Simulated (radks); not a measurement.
The numbers below are computed, except where a source is named.
Question: Ag XXXIX, configuration [He] 2s2 2p5. Level of theory: scalar-relativistic Kohn-Sham, PBE, spin-unpolarised, spherical densities, point nucleus (a radial shooting solver on a logarithmic mesh with Libxc functionals). Some entries of the table are withheld. Estimate them.

orbital,occ.,eigenvalue (Ry),<r> (bohr)
1s,2,(1),(2)
2s,2,-445.6292,(3)
2p,5,-420.4996,(4)

Answer: 
(1) 1s eigenvalue (Ry): -2050.206
(2) 1s <r> (bohr): 0.03107
(3) 2s <r> (bohr): 0.1313
(4) 2p <r> (bohr): 0.1138
